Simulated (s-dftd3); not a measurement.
C$_{5}$H$_{8}$O$_{2}$ (SMILES C=CC(=O)OCC), singlet, geometry from GFN2-xTB; D3(bj) for r2scan (s-dftd3).

Here is a job for s-dftd3.
```
$ s-dftd3 mol.xyz --bj r2scan --json dftd3.json --noedisp --grad

# file mol.xyz
15

C     -2.78272913     0.26722847    -0.79449164
C     -1.60311339    -0.32562220    -0.90234636
C     -0.51433510    -0.04461386     0.05961494
O     -0.58772464     0.71526207     0.99324389
O      0.57615194    -0.76435465    -0.24016661
C      1.71966241    -0.58905099     0.59487150
C      2.53495758     0.62584856     0.17456146
H     -2.96404677     0.96781557     0.00465020
H     -3.58896619     0.07856991    -1.48228869
H     -1.36503831    -1.03463940    -1.68052355
H      1.38674536    -0.47916667     1.63247568
H      2.29716929    -1.50924135     0.48353466
H      2.82638986     0.54068823    -0.86965039
H      1.94573253     1.53026086     0.30492896
H      3.42794140     0.69571350     0.78899554
```

What does s-dftd3 print? Leave out banner, timings and long lists.


```
-----------------------------------
 s i m p l e   D F T - D 3  v1.4.0
-----------------------------------

Rational (Becke-Johnson) damping: r2scan-D3(BJ)
---------------------
  s6         1.0000
  s8         0.7898
  s9         0.0000
  a1         0.4948
  a2         5.7308
 alp        14.0000
--------------------

Dispersion energy:      -3.2532290000340E-03 Eh

Gradient norm:           1.3788471081324E-04 Eh/a0
--------------------------------------------------
     #    Z           dE/dx      dE/dy      dE/dz
--------------------------------------------------
     1    6 C    -4.871E-05  5.025E-06 -1.258E-05
     2    6 C    -5.699E-05 -7.670E-06 -2.165E-05
     3    6 C    -2.143E-05 -7.900E-06 -1.050E-07
     4    8 O    -2.153E-05  1.112E-05  2.089E-05
     5    8 O     1.174E-05 -1.255E-05  1.479E-06
     6    6 C     2.780E-05 -5.074E-06  1.383E-05
     7    6 C     4.921E-05  1.026E-05  5.935E-06
     8    1 H    -2.586E-05  7.636E-06 -1.834E-06
     9    1 H    -2.379E-05  1.177E-06 -1.072E-05
    10    1 H    -2.350E-05 -1.073E-05 -2.014E-05
    11    1 H     1.825E-05 -5.962E-06  1.762E-05
    12    1 H     2.576E-05 -1.654E-05  6.748E-06
    13    1 H     3.333E-05  7.597E-06 -7.951E-06
    14    1 H     2.703E-05  1.629E-05  4.469E-06
    15    1 H     2.867E-05  7.311E-06  4.023E-06
--------------------------------------------------

Virial:
--------------------------------------------------
      component           x          y          z
--------------------------------------------------
          x       1.802E-03  4.848E-05  3.941E-04
          y       4.848E-05  2.110E-04  3.402E-05
          z       3.941E-04  3.402E-05  2.880E-04
--------------------------------------------------

[Info] JSON dump of results written to 'dftd3.json'
```
